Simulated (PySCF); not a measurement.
Al(Cl)(F)(SiH3) (AlClFH3Si), SMILES [F][Al]([SiH3])[Cl]. Geometry: PBE-D3(BJ)/def2-SVP.

Computed equilibrium geometry at PBE-D3(BJ)/def2-SVP (PySCF confirms it by a frequency run) as Cartesian coordinates in Å:
```xyz
7

Al    -0.0787    -0.1860     0.3716
Cl     1.9175    -0.6796    -0.1005
F     -0.6706    -0.8069     1.8135
Si    -1.4528     1.1969    -1.0865
H     -2.8072     1.4566    -0.4864
H     -1.6292     0.5067    -2.4139
H     -0.7627     2.5127    -1.3335
```
Charge 0, spin multiplicity 1.
